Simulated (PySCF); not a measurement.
Gas-phase reaction: 3 BF(OH)₂ + B₃O₃F₃ = 3 HBO₂ + 3 BF₂OH

Computed with PySCF (xtb for GFN2) and rigid-rotor harmonic-oscillator thermochemistry at 1 bar. † marks an energy on the PBE0/def2-TZVP geometry and frequencies; other levels use their own. MP2 and CCSD(T) freeze the core. All species are closed-shell singlets. BF(OH)₂, BF₂OH: computed as isolated molecules; such fragments, hydroxides, amides, oligomers or adducts are transient or little studied in the gas. MP2 isn't extrapolated to the basis-set limit; its ΔH°(298 K) is 577.0 kJ in def2-SVP and 580.0 kJ in def2-TZVPP. CCSD(T) isn't extrapolated to the basis-set limit. The harmonic model lacks anharmonicity and excited electronic states, which grow with temperature; levels with a mode under 35 cm⁻¹ are left out. Internal rotation in BF(OH)₂, BF₂OH is treated as a harmonic vibration of one conformer, which makes the entropy rough.

| level | ΔE electronic, kJ | ΔH°(298 K), kJ | ΔS°(298 K), J/K | ΔG°(600 K), kJ |
|---|---|---|---|---|
| CCSD(T)/def2-SVP† | 613 | 589 | 376 | 364 |
| GFN2-xTB | 385 | 368 | 377 | 141 |
| MP2/def2-TZVPP† | 604 | 580 | 376 | 355 |
| PBE/def2-SVP | 621 | 598 | 376 | 373 |
| PBE0/def2-QZVP† | 630 | 607 | 376 | 381 |
| PBE0/def2-SVP† | 674 | 650 | 376 | 425 |
| PBE0/def2-TZVP | 634 | 611 | 376 | 385 |
| r2SCAN/def2-TZVP† | 634 | 610 | 376 | 385 |
ΔH° is lowest at GFN2-xTB and highest at PBE0/def2-SVP†. No reference value is set beside these.
